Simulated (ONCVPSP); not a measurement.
## Potentials for tellurium (Te) compared

Generated with ld1.x 7.5 (TM, RRKJ, ultrasoft, PAW), atompaw 4.2 or ONCVPSP 4.0.1. The cutoff is in Ry: for ld1.x and atompaw files where the sum of valence levels is converged to 10 mRy in a Bessel basis, for ONCV files where the hardest occupied wave has 1 mHa per electron of residual kinetic energy. The error is the largest all-electron minus pseudo excitation energy over each file’s own four to seven test configurations (ionisations up to +4, promotions, holes and added fractions of an electron), all of which were solved. The labels leave out finer settings (local radius, basis sizes, second energies), which also bear on the numbers. Spin-polarised tests are not counted. The rows are a selection from randomly drawn settings: files with unsolved tests, undetermined cutoffs or missed reference levels are left out.

A true bound ghost makes a file unfit for plane-wave use even where its test errors are small: the radial tests pick states by their node count and pass the ghost by.

| potential | cutoff (Ry) | largest error (meV) | bound ghosts |
| --- | --- | --- | --- |
| ONCV, PBE, scalar-relativistic, rc 1.30/1.30/0.95 (spd), local smoothed, core correction yes, reference 4s2 4p6 4d10 5s2 5p3, qcut 10.2/8.5/11.4, projectors 2/2/2 | 106 | -21 | none |
| ONCV, LDA (Perdew-Wang 92), scalar-relativistic, rc 1.85/1.70/1.50/1.55 (spdf), local smoothed, core correction no, reference 4d10 5s2 5p4, qcut 3.7/4/12.2/6.5, projectors 2/1/2/2 | 94 | -318 | s, p |
| ONCV, PBE, scalar-relativistic, rc 1.90/1.65/0.85 (spd), local d, core correction yes, reference 4d10 5s2 5p3, qcut 3.7/5.5/10.5, projectors 2/2/0 | 110 | -419 | s, p |
| ONCV, LDA (Perdew-Zunger), scalar-relativistic, rc 1.30/1.20/1.50 (spd), local smoothed, core correction no, reference 4s2 4p6 4d10 5s2 5p2, qcut 11.6/9.3/9, projectors 2/2/2 | 101 | -144 | none |
| ONCV, LDA (Perdew-Zunger), scalar-relativistic, rc 1.85/2.30/1.15/1.95 (spdf), local smoothed, core correction yes, reference 4d10 5s2 5p4, qcut 3.5/3.9/14.3/5.5, projectors 3/2/2/3 | 107 | -275 | s, p |

Question: Fill in the row for Te: ONCV, PBEsol, scalar-relativistic, rc 1.75/2.10/1.30 (spd), local smoothed, core correction yes, reference 4d10 5s2 5p3, qcut 3.4/3.2/14.3, projectors 2/2/1.

Answer: cutoff 113 Ry, largest error -329 meV, bound ghosts: s.
